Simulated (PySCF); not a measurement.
C6H11O2 (doublet state).
Atom-mapped SMILES: `[CH3:1][CH2:2]/[C:3]([CH3:4])=[CH:5]/[O:6][CH:7][OH:8]` (hydrogens: H9, H10, H11 on C1; H12, H13 on C2; H14, H15, H16 on C4; H17 on C5; H18 on C7; H19 on O8)

Cartesian coordinates in Å at the GFN2-xTB level; atoms count from 1:
```xyz
19
C6H11O2 angstrom
C      2.4860    0.9450    0.3727
C      1.5736    0.3652   -0.7112
C      0.3528   -0.2842   -0.1275
C      0.5350   -1.5945    0.5742
C     -0.8399    0.3209   -0.2066
O     -1.9608   -0.2033    0.3442
C     -3.1723    0.3126    0.0146
O     -4.1781    0.0367    0.8979
H      2.8451    0.1606    1.0334
H      3.3470    1.4307   -0.0800
H      1.9458    1.6781    0.9672
H      1.2752    1.1665   -1.3897
H      2.1352   -0.3751   -1.2866
H     -0.4291   -2.0417    0.7979
H      1.1099   -2.2797   -0.0475
H      1.0766   -1.4587    1.5104
H     -0.9683    1.2638   -0.7268
H     -3.2258    1.3030   -0.4156
H     -3.9179   -0.7368    1.4129
```

The hyperfine couplings belong to this conformer and change with its torsions.

Computed, not measured: PySCF 2.14.0, UKS B3LYP, pcH-1 on C H O, non-relativistic, mean-field spin-orbit, GIAO. Geometry: GFN2-xTB, one conformer, isolated molecule. Couplings are sensitive to structure, and on GFN2-xTB geometries they can be far from those on DFT ones. Stability of the SCF solution: not tested.

Q: Predict the first-order ENDOR lines of C3, C1, C5, C2, C4, H19, H18, H14/H15/H16, H12/H13 and H17 under fast tumbling at B = 335.9 mT (X band).

A: ν± = |νn ± a/2|, one line for each electron-spin manifold; νn = |g_N| × 7.62259 MHz/T × B.

```json
{"nuclei": "C3", "isotope": "13C", "g_N": "1.4048", "νn (MHz)": "3.60", "a_iso (MHz)": "5.41", "lower line (MHz)": "0.89", "upper line (MHz)": "6.30"}
{"nuclei": "C1", "isotope": "13C", "g_N": "1.4048", "νn (MHz)": "3.60", "a_iso (MHz)": "4.95", "lower line (MHz)": "1.12", "upper line (MHz)": "6.07"}
{"nuclei": "C5", "isotope": "13C", "g_N": "1.4048", "νn (MHz)": "3.60", "a_iso (MHz)": "-2.74", "lower line (MHz)": "2.23", "upper line (MHz)": "4.97"}
{"nuclei": "C2", "isotope": "13C", "g_N": "1.4048", "νn (MHz)": "3.60", "a_iso (MHz)": "-2.24", "lower line (MHz)": "2.48", "upper line (MHz)": "4.72"}
{"nuclei": "C4", "isotope": "13C", "g_N": "1.4048", "νn (MHz)": "3.60", "a_iso (MHz)": "-2.15", "lower line (MHz)": "2.52", "upper line (MHz)": "4.67"}
{"nuclei": "H19", "isotope": "1H", "g_N": "5.5857", "νn (MHz)": "14.30", "a_iso (MHz)": "-11.09", "lower line (MHz)": "8.76", "upper line (MHz)": "19.85"}
{"nuclei": "H18", "isotope": "1H", "g_N": "5.5857", "νn (MHz)": "14.30", "a_iso (MHz)": "8.79", "lower line (MHz)": "9.91", "upper line (MHz)": "18.70"}
{"nuclei": "H14/H15/H16", "isotope": "1H", "g_N": "5.5857", "νn (MHz)": "14.30", "a_iso (MHz)": "3.39", "lower line (MHz)": "12.61", "upper line (MHz)": "16.00"}
{"nuclei": "H12/H13", "isotope": "1H", "g_N": "5.5857", "νn (MHz)": "14.30", "a_iso (MHz)": "2.55", "lower line (MHz)": "13.03", "upper line (MHz)": "15.57"}
{"nuclei": "H17", "isotope": "1H", "g_N": "5.5857", "νn (MHz)": "14.30", "a_iso (MHz)": "1.19", "lower line (MHz)": "13.71", "upper line (MHz)": "14.89"}
```

The rows for 13C, of low natural abundance, apply to labelled samples.

Q: Which pairs are centred on the nuclear Larmor frequency, and which on half the coupling?

A: Centred on νn, since |a| < 2νn: C3, C1, C5, C2, C4, H19, H18, H14/H15/H16, H12/H13 and H17. No pair has |a| > 2νn.

Q: At what field would the lower line of H18 fall to zero frequency?

A: Where νn = |a|/2, that is B = 4.39 MHz/(5.5857 × 7.62259 MHz/T) = 103 mT, as far as first order holds there.

Means are taken over nuclei equivalent by connectivity, which assumes that they swap fast. The three 1H nuclei of mean +3.4 MHz run from 0.4 to 5.8 MHz in the frozen geometry.
